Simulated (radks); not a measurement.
Isoelectronic series with 14 electrons, all held in the configuration [Ne] 3s2 3p2, which need not be the ground one along the series. Calculated with a radial shooting solver on a logarithmic mesh with Libxc functionals: Dirac Kohn-Sham, PBE, spin-unpolarised, spherical densities, point nucleus; open shells fill j = l - 1/2 first. Total energies (hartree) and orbital eigenvalues (Ry) (* marks an orbital that is empty in some or all of the ions):

ion    E (hartree)     3p3/2*      3p1/2      3s1/2      2p3/2
Si      -289.83876   -0.29829   -0.30060   -0.79356   -7.00450
P+      -341.54844   -1.04188   -1.04671   -1.71004   -9.90631
S2+     -397.80112   -2.05182   -2.06031   -2.89350  -13.36252
Cl3+    -458.59096   -3.30894   -3.32248   -4.32483  -17.34913
Ar4+    -523.91923   -4.80451   -4.82478   -5.99579  -21.85523
K5+     -593.79100   -6.53370   -6.56268   -7.90209  -26.87477
Ca6+    -668.21373   -8.49356   -8.53357  -10.04128  -32.40409
Sc7+    -747.19658  -10.68219  -10.73590  -12.41196  -38.44083
Ti8+    -830.75013  -13.09831  -13.16878  -15.01336  -44.98341
V9+     -918.88611  -15.74105  -15.83175  -17.84511  -52.03076
Cr10+  -1011.61730  -18.60980  -18.72465  -20.90713  -59.58213
Mn11+  -1108.95747  -21.70414  -21.84753  -24.19956  -67.63705
Fe12+  -1210.92129  -25.02382  -25.20063  -27.72268  -76.19518
Co13+  -1317.52435  -28.56865  -28.78429  -31.47693  -85.25634
Ni14+  -1428.78314  -32.33854  -32.59900  -35.46282  -94.82045
Cu15+  -1544.71500  -36.33348  -36.64530  -39.68097  -104.8875
Zn16+  -1665.33817  -40.55348  -40.92386  -44.13209  -115.4576
Ga17+  -1790.67179  -44.99861  -45.43538  -48.81695  -126.5308
Ge18+  -1920.73586  -49.66898  -50.18067  -53.73638  -138.1074
As19+  -2055.55132  -54.56472  -55.16057  -58.89130  -150.1875
